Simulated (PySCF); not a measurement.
Species: C6H6S.
Bonds: S1–C2, C2–C3 (aromatic), C3–C4 (aromatic), C4–C5 (aromatic), C5–C6 (aromatic), C6–C7 (aromatic), C2–C7 (aromatic). Hydrogens: H8 on S1; H9 on C3; H10 on C4; H11 on C5; H12 on C6; H13 on C7.

Computed with PySCF at wB97X-D/pcSseg-2, non-relativistic, on one gas-phase PBE0-D3(BJ)/def2-TZVP geometry that isn't relaxed in the solvent. The solvent is an IEF-PCM continuum (cavity from Bondi-type radii × 1.2). Specific hydrogen bonds and non-electrostatic terms are outside this model.

Gas phase at wB97X-D/pcSseg-2: HOMO -8.12 eV, LUMO 1.30 eV, dipole 1.19 D.

Question: What does the continuum do to the energy, the frontier levels and the dipole at wB97X-D/pcSseg-2 in chloroform?

Answer: 
| solvent | ε | E(solvent) − E(gas) (kcal/mol) | polarisation term (kcal/mol) | distortion of the solute (kcal/mol) | HOMO (eV) | LUMO (eV) | dipole (D) |
| --- | --- | --- | --- | --- | --- | --- | --- |
| chloroform | 4.711 | -3.08 | -3.42 | 0.34 | -8.12 | 1.35 | 1.49 |

The polarisation term is half the interaction of the solute with the surface charges that it induces; the rest is the cost of distorting the solute's density. The sum is the electrostatic part of solvation alone.

Question: Which radius a makes the point-dipole formula ΔE = −[(ε − 1)/(2ε + 1)]·μ²/a³ give the value in chloroform, with the gas-phase dipole?

Answer: μ = 0.468 au and |ΔE| = 0.00491 Eh give a = 1.33 Å; the farthest nucleus lies 3.27 Å from the centroid of the nuclei, so such a sphere wouldn't even hold the nuclei. The formula assumes a rigid point dipole at the centre of a sphere.

Conformer computed: `[SH:1][c:2]1[cH:3][cH:4][cH:5][cH:6][cH:7]1`: H–S1–C2–C3 179°.

Note: wB97X-D ran without an empirical dispersion term, which enters the total energy and its gradient alone.
